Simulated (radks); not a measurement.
Values are calculated unless marked as measured or tabulated.
The thulium ion Tm2+ inside a hard spherical wall (all orbitals vanish at R), configuration held at [Xe] 4f13 and not refilled when levels cross. Level of theory: scalar-relativistic Kohn-Sham, PBEsol, spin-polarised, spherical densities, point nucleus; open shells are filled with parallel spins first (spin-orbit coupling, left out, can overturn this in heavy ions) (a radial shooting solver on a logarithmic mesh with Libxc functionals). Eigenvalues in eV for spin up, with the zero of energy where the potential of the charges vanishes at infinity; a dash marks a level that is unbound or too diffuse for the functional's potential to be trusted. A positive occupied level is held by the wall or, in an anion where self-interaction has pushed it up, behind a barrier. The pressure on the wall is -dE/dV.

R (bohr),E (hartree),kinetic (hartree),e(4d),e(5s),e(5p),e(4f),"e(6s, empty)","e(5d, empty)",pressure (GPa)
free,-13562.5204,14742.485,-186.31,-68.257,-41.642,-17.950,-14.896,-13.404,0
20,-13562.5204,14742.485,-186.31,-68.257,-41.642,-17.950,-14.896,-13.404,< 0.0001
15,-13562.5204,14742.485,-186.31,-68.257,-41.642,-17.950,-14.896,-13.404,< 0.0001
10,-13562.5204,14742.485,-186.31,-68.257,-41.642,-17.950,-14.895,-13.404,< 0.0001
5,-13562.5173,14742.514,-186.14,-68.131,-41.529,-17.786,-13.037,-12.807,0.644
3.5,-13562.4077,14743.370,-183.91,-66.493,-39.864,-15.671,-0.984,-8.527,55.1
2.5,-13560.9256,14751.921,-171.49,-56.809,-28.481,-3.793,48.644,10.627,1640
2,-13555.9762,14774.568,-149.41,-35.928,-2.893,17.888,137.52,46.975,11200
1.5,-13531.8624,14866.604,-92.166,42.659,90.848,78.100,404.41,164.63,106000
